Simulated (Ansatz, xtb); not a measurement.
A geometry optimisation of ClFGeHSi with r2SCAN-D4/def2-SVP

The starting geometry of this gas-phase doublet has its atoms placed at random.

```yaml
atoms:
  - { symbol: Cl, position_ang: [-0.0056, 0.4403, -2.0261] }
  - { symbol: F, position_ang: [-0.9516, 1.2969, -0.1858] }
  - { symbol: Ge, position_ang: [-0.6640, -0.6794, -0.6027] }
  - { symbol: Si, position_ang: [1.0297, 1.4231, -0.6673] }
  - { symbol: H, position_ang: [-0.2461, -1.1435, 1.3637] }
```

Problem. Guess where an optimisation with r2SCAN-D4/def2-SVP ends from this start.

Solution. It ends as a structure given below by its coordinates. Distances that change by over a tenth: F2–Ge3 (2.04 → 2.25 Å). Contacts that open: Cl1–Ge3 (1.93 → 3.81 Å). Contacts that close: F2–Si4 (2.04 → 1.74 Å), Ge3–Si4 (2.70 → 2.46 Å), Ge3–H5 (2.06 → 1.59 Å).

The energy falls by 5.77 eV over 14 steps:

| step | E − E(last) (eV) |
| --- | --- |
| 1 | 5.771 |
| 2 | 2.893 |
| 4 | 0.899 |
| 5 | 0.596 |
| 7 | 0.121 |
| 8 | 0.028 |
| 10 | 0.006 |
| 11 | 0.001 |
| 13 | 0.000 |
| 14 | 0.000 |

Final geometry (Å):

```xyz
5

Cl    0.4020    1.1904   -2.8078
F    -0.9122    1.1986   -0.1455
Ge   -0.7557   -1.0380    0.0594
Si    0.6657    0.7956   -0.7696
H    -0.2374   -0.8093    1.5452
```

From the same start GFN2-xTB ends elsewhere, differing in Cl1–Ge3 (2.43 against 3.81 Å here), F2–Ge3 (1.84 against 2.25 Å here), F2–Si4 (3.20 against 1.74 Å here), Ge3–H5 (3.25 against 1.59 Å here), Si4–H5 (1.50 against 2.96 Å here).

From so rough a start the end depends on the optimiser's path, so another program may land elsewhere. No frequencies were run, so the end isn't proven a minimum. Open shells are spin-unrestricted. Run with Ansatz 0.2.0, 2.4 min on 1 thread of Intel(R) Xeon(R) Platinum 8259CL CPU @ 2.50GHz (Skylake/Cascade Lake), with other jobs on the host.
